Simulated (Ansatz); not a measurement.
`C=C1BCC1Cl`, charge 0, multiplicity 1.

Give a relaxed structure at PBE0-D4/def2-TZVP (the Gaussian-basis code of Ansatz). (Estimate.)

The calculation gave: 
Z-matrix (Å, degrees):
```
C
C 1 1.540
B 1 1.581 2 86.8
H 1 1.091 2 118.2 3 -127.9
H 1 1.098 2 109.9 3 107.7
Cl 2 1.788 1 118.2 3 -136.9
C 2 1.512 1 92.1 3 -13.8
H 2 1.092 1 111.7 3 100.5
H 3 1.192 1 135.4 2 -165.9
C 7 1.329 2 131.1 1 -153.1
H 10 1.087 7 121.7 2 -2.8
H 10 1.085 7 120.9 2 175.0
```
This is one stationary point; other conformers may exist.
